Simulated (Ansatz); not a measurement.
Problem. Predict a relaxed structure of SiH2MeI (CH5ISi), charge 0, singlet, at r2SCAN-D4/def2-TZVP (Ansatz).

Solution. 
```xyz
8

Si    0.724   -0.117   -0.413
H     1.754   -0.894    0.317
H     1.340    1.109   -0.975
C    -0.731    0.285    0.676
H    -0.402    0.887    1.527
H    -1.195   -0.627    1.057
H    -1.485    0.850    0.124
I    -0.003   -1.493   -2.313
```
Point group Cs (tolerance 0.1 Å). This is one stationary point.

In the def2 sets I takes a core potential; there is no spin–orbit coupling.
